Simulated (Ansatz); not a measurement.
C2H6Mg (SMILES [CH3][Mg][CH3]), singlet, geometry from GFN2-xTB (such geometries of metal compounds can be far from the true shape); WB97M-V/6-31G* (Ansatz, a first-principles code).

The Ansatz input:
Ansatz 0.2 input:
```yaml
crystal:
  periodic: [false, false, false]
  atoms:
    - {symbol: Mg, position_ang: [-0.01819889, 0.66989224, 0.10834056]}
    - {symbol: C, position_ang: [1.43542092, -0.14320832, -1.21160084]}
    - {symbol: H, position_ang: [1.86730763, -1.00768391, -0.70053360]}
    - {symbol: H, position_ang: [2.25335339, 0.50190837, -1.53163332]}
    - {symbol: H, position_ang: [0.92848128, -0.51145758, -2.10691079]}
    - {symbol: C, position_ang: [-1.41524937, -0.59434568, 1.09173900]}
    - {symbol: H, position_ang: [-1.51373670, -1.46845797, 0.44255515]}
    - {symbol: H, position_ang: [-2.41245308, -0.18855395, 1.26350581]}
    - {symbol: H, position_ang: [-1.02559520, -0.93913775, 2.05210105]}
basis:
  gaussian:
    orbitals: 6-31G*
hamiltonian:
  xc: {name: wB97M-V}
```

Output, abridged:

```
Functional definition: wB97M-V
613 factors; integrals over basis functions are off by at most 5.9e-4 eV
207 factors; integrals over basis functions are off by at most 2.3e-5 eV
mean field evaluation 1: about -7608.1824 eV, gradient 4.4e1 eV
mean field evaluation 2: about -7609.8395 eV, gradient 3.5e1 eV
mean field evaluation 4: about -7612.9342 eV, gradient 2.9e-1 eV
mean field evaluation 8: about -7612.9355 eV, gradient 7.8e-3 eV
mean field -7612.93548237 eV, -279.7702187440 hartree, gradient 5.9e-5 eV, S^2 0.000000; 0 other end points of the search recorded, 0 dependent functions left out
reference -7612.93553971 eV, -279.7702208511 hartree; 15, 15 occupied and 46, 46 virtual orbitals, 613 factors
Total energy: -7612.93553971 eV, -279.7702208511 hartree
```
